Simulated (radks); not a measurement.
Values are calculated unless marked as measured or tabulated.
All-electron atom: Pm2+ in [Xe] 4f2.5 5d0.5 6s1 6p1 (fractional occupations, a model configuration).

Level of theory: Dirac Kohn-Sham, LDA (Slater exchange, Perdew-Wang correlation), spin-unpolarised, spherical densities, finite nucleus; open shells fill j = l - 1/2 first; Fermi nuclear charge, rms radius 4.962 fm (a radial shooting solver on a logarithmic mesh with Libxc functionals).

Energy parts (eV):
| part | energy |
|---|---|
| total | -272599.82 |
| kinetic | 294687.60 |
| electron-nucleus | -664980.10 |
| Hartree | 103703.84 |
| exchange-correlation | -6011.17 |

Orbitals (lengths in bohr, moments of r in powers of bohr; r(90%) holds 90 % of the orbital's charge):
orbital  occ.  eigenvalue (eV)  r(90%)   <1/r>      <r>
1s1/2       2        -44967.88  0.0419   67.36  0.02320
2s1/2       2        -7342.552   0.153   15.98  0.09854
2p1/2       2        -6958.369   0.136   15.96  0.08249
2p3/2       4        -6398.992   0.144   14.29  0.08901
3s1/2       2        -1634.121   0.383   5.794   0.2605
3p1/2       2        -1468.966   0.376   5.712   0.2501
3p3/2       4        -1356.601   0.393   5.291   0.2627
3d3/2       4        -1068.227   0.366   5.165   0.2341
3d5/2       6        -1043.870   0.371   5.059   0.2380
4s1/2       2        -356.2585   0.848   2.430   0.5903
4p1/2       2        -293.2214   0.879   2.328   0.6043
4p3/2       4        -268.1235   0.919   2.186   0.6323
4d3/2       4        -163.9410    1.01   1.977   0.6723
4d5/2       6        -159.4083    1.02   1.942   0.6820
4f5/2     2.5         -38.2325    1.41   1.486   0.8517
4f7/2       0         -37.6259    1.42   1.474   0.8588
5s1/2       2         -70.4457    1.95  0.9844    1.363
5p1/2       2         -51.9082    2.17  0.8864    1.499
5p3/2       4         -47.7496    2.27  0.8371    1.573
5d3/2     0.5         -22.4051    3.14  0.6189    2.093
5d5/2       0         -21.9414    3.18  0.6084    2.126
6s1/2       1         -18.4789    4.53  0.4015    3.197
6p1/2       1         -14.0293    5.23  0.3471    3.679
6p3/2       0         -13.3509    5.42  0.3330    3.824

The highest occupied level is 6p1/2 at -14.029 eV. The configuration is held as typed, so some empty levels lie below it. The electron density at the nucleus is 4.908e+05 e/bohr^3. Summed over all electrons, <r^2> = 61.73 bohr^2, which gives a Langevin (diamagnetic) susceptibility term of -48.9 x 10^-6 cm^3/mol. The density falls to 0.001 e/bohr^3 at r = 4.79 bohr.
